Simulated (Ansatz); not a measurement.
Species: C5H11O, net charge 0, doublet state. It need not be the lowest isomer of its formula. 
Geometry from a B3LYP-D3(BJ)/def2-TZVP (Ansatz, a first-principles code) optimisation:
```xyz
17

C      3.2117     0.1792     0.0780
C      1.8976    -0.3995     0.4527
C      0.7050     0.2918    -0.2119
C     -0.6398    -0.2913     0.2128
C     -1.8190     0.3961    -0.4596
O     -3.0798    -0.1023    -0.0246
H      4.1274    -0.3772     0.2223
H      3.2923     1.2139    -0.2288
H      1.7627    -0.3499     1.5464
H      1.8806    -1.4708     0.2190
H      0.8125     0.2224    -1.2989
H      0.7321     1.3593     0.0314
H     -0.7598    -0.2113     1.2972
H     -0.6648    -1.3614    -0.0275
H     -1.7265     0.3179    -1.5510
H     -1.8263     1.4589    -0.2104
H     -3.1252    -1.0414    -0.2343
```
Charge 0, spin multiplicity 2.

Computed values are from Ansatz. Correlated levels leave the core frozen unless marked. Open shells are spin-unrestricted. No spin-orbit coupling. No relativistic terms. CBS marks a two-point X^-3 extrapolation of the correlation energy; Hartree-Fock from the larger set. The bracket is a focal-point correction in the basis named.

Task: What is the atomisation energy De at RI-MP2/CBS(cc-pVTZ,cc-pVQZ)+[CCSD(T)-MP2]/cc-pVTZ?

Result: 6627.9 kJ/mol.

Task: What is the T1 diagnostic at CCSD/cc-pVTZ?

Result: 0.010.

Task: What is the total energy at RI-MP2/CBS(cc-pVTZ,cc-pVQZ)+[CCSD(T)-MP2]/cc-pVTZ?

Result: -271.9851 Eh.

Task: What is the dipole moment at CCSD(T)/aug-cc-pVDZ?

Result: 1.57 D.
